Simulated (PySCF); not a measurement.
Two species compared at the same levels of theory.

First species: C₅H₁₃NSi.
SMILES: `C[SiH2]N1CCCC1`

Second species: C₂H₈O₃SSi₂.
Structure used (GFN2-xTB), in Å, numbered top down from 1:
```xyz
16
C2H8O3SSi2 angstrom
Si    -2.3704   -0.2724    0.8446
O     -1.7806   -0.2487   -0.6834
C     -0.7445    0.4624   -1.2118
O      0.4668    0.2098   -0.5308
C      0.8329    1.0049    0.4918
S      0.1464    2.4232    0.8747
O      1.8450    0.5256    1.1484
Si     2.5489   -0.9616    0.8685
H     -2.8728    1.0417    1.2338
H     -1.3399   -0.7031    1.7940
H     -3.3909   -1.2811    0.6217
H     -0.5800    0.1229   -2.2406
H     -0.9469    1.5443   -1.1906
H      3.5323   -0.8945    1.9366
H      1.5358   -1.9960    1.0435
H      3.1100   -0.9685   -0.4769
```

Levels: B3LYP/def2-SVPD for HOMO energy, LUMO energy, HOMO–LUMO gap and static isotropic polarisability; TDDFT B3LYP/def2-SVPD for lowest singlet excitation; TDA B3LYP/def2-SVPD for lowest triplet excitation (Tamm–Dancoff). Geometries: GFN2-xTB. Each species is one conformer at its optimised geometry, gas phase, non-relativistic unless stated; the electronic structure was computed with PySCF and density fitting.

Dipoles, sizes and rotational constants follow the conformer. The torsions of the flexible species, by atom-mapped SMILES:
- `[SiH3:1][O:2][CH2:3][O:4][C:5](=[S:6])[O:7][SiH3:8]`: Si1–O2–C3–O4 57°, O2–C3–O4–C5 -93°, C3–O4–C5–S6 -12°, O4–C5–O7–Si8 -5°

The conformers of `C[SiH2]N1CCCC1` aren't listed.

Values for the first species:

```
HOMO energy                              : -5.79 eV
LUMO energy                              : 0.31 eV
HOMO–LUMO gap                            : 6.10 eV
Lowest singlet excitation                : 5.18 eV
Lowest triplet excitation (Tamm–Dancoff) : 5.09 eV
Static isotropic polarisability          : 92.5 au
```

Task: Estimate the same properties for the second species, and the change in each.

Result: 
```tsv
property	first	second	second less first
HOMO energy	-5.79 eV	-6.56 eV	-0.77 eV
LUMO energy	0.31 eV	-1.43 eV	-1.74 eV
HOMO–LUMO gap	6.10 eV	5.13 eV	-0.97 eV
lowest singlet excitation	5.18 eV	3.75 eV	-1.43 eV
lowest triplet excitation (Tamm–Dancoff)	5.09 eV	3.44 eV	-1.65 eV
static isotropic polarisability	92.5 au	108.2 au	+15.7 au
```

On the first: The vertical singlet–triplet gap S1 − T1 is 0.09 eV (TDDFT singlet less Tamm–Dancoff triplet; S1: HOMO→LUMO, weight 0.95; T1: HOMO→LUMO, weight 0.93). The principal polarisabilities are 79.3, 92.4 and 105.7 au; their mean is the isotropic value.

On the second: The vertical singlet–triplet gap S1 − T1 is 0.31 eV (TDDFT singlet less Tamm–Dancoff triplet; S1: HOMO→LUMO, weight 0.99; T1: HOMO→LUMO, weight 0.99). No computed singlet falls in the visible range (750 to 380 nm, 1.65 to 3.26 eV); S1 lies 0.49 eV above its blue end.
